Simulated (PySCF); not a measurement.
C₂H₇BO.

```xyz
11

B      0.4967    -0.8820     1.5431
H     -0.6063    -1.2588     1.8761
H      1.5097    -1.2871     2.0546
O      0.6360     0.0290     0.5618
C     -0.4767     0.5844    -0.1438
C     -0.4254     0.1766    -1.6057
H     -1.4168     0.2543     0.3314
H     -0.4041     1.6792    -0.0437
H     -0.5303    -0.9143    -1.7114
H     -1.2428     0.6604    -2.1627
H      0.5319     0.4782    -2.0569
```

The structure is a stationary point at TPSSh-D3(BJ)/def2-SVP. The structure was generated by enumeration, and PubChem lists no compound with its InChIKey, so it may never have been made. One conformer was computed; it need not be the lowest.

Method: PBE/pcSseg-1 in PySCF. Non-relativistic, no solvent.

Task: Give the absolute GIAO shielding of each atom: isotropic value and principal components (ppm). (An estimate is asked for; the answer gives what the named calculation found.)

Result: 
```tsv
atom	σ(iso)	σ11	σ22	σ33	span
B1	48.7	20.3	35.9	89.8	69.4
H2	25.9	24.1	26.3	27.3	3.2
H3	26.1	25.6	25.8	26.8	1.2
O4	58.5	-167.6	28.5	314.5	482.0
C5	100.6	63.5	80.3	158.1	94.5
C6	159.2	142.3	157.0	178.4	36.1
H7	27.1	24.0	27.3	30.0	6.0
H8	26.6	23.0	26.8	30.2	7.2
H9	30.0	26.9	28.3	34.7	7.9
H10	30.1	26.8	27.4	36.1	9.3
H11	29.5	26.4	27.7	34.4	8.0
```
